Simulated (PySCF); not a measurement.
Gas-phase reaction: 3 InH + 6 HCl + N₂ → 2 InCl₃.NH₃ + InH₃

Energies from PySCF, thermal terms from the rigid-rotor harmonic-oscillator model, ideal gas at 1 bar. † marks an energy on the PBE0/def2-TZVP geometry and frequencies; other levels use their own. MP2 freezes the core. All species are closed-shell singlets. B3LYP is the form with VWN-RPA correlation. In: scalar-relativistic def2 core potential, no spin-orbit coupling. Adducts (InCl₃.NH₃) have no counterpoise correction, and HF, PBE, BLYP, B3LYP and PBE0 lack dispersion. InH, InCl₃.NH₃, InH₃: computed as isolated molecules; such fragments, hydroxides, amides, oligomers or adducts are transient or little studied in the gas. MP2 isn't extrapolated to the basis-set limit; its ΔH°(298 K) is -992.5 kJ in def2-SVP and -954.4 kJ in def2-TZVPP. The harmonic model lacks anharmonicity and excited electronic states, which grow with temperature; levels with a mode under 35 cm⁻¹ are left out. Soft modes under 120 cm⁻¹ make the harmonic entropy rough for InCl₃.NH₃.

```csv
level,"ΔE electronic, kJ","ΔH°(298 K), kJ","ΔS°(298 K), J/K","ΔG°(1600 K), kJ"
B3LYP/def2-TZVP†,-915,-823,-889,563
M06-2X/def2-TZVP†,-1117,-1026,-889,361
MP2/def2-TZVPP†,-1046,-954,-889,432
PBE/def2-SVP,-1023,-936,-888,445
PBE/def2-TZVP†,-973,-882,-889,505
PBE0/def2-QZVP†,-1040,-948,-889,438
r2SCAN/def2-TZVP†,-1098,-1006,-889,380
ωB97M-V/def2-TZVP†,-1063,-972,-889,415
```
ΔH° is lowest at M06-2X/def2-TZVP† and highest at B3LYP/def2-TZVP†. No reference value is set beside these.
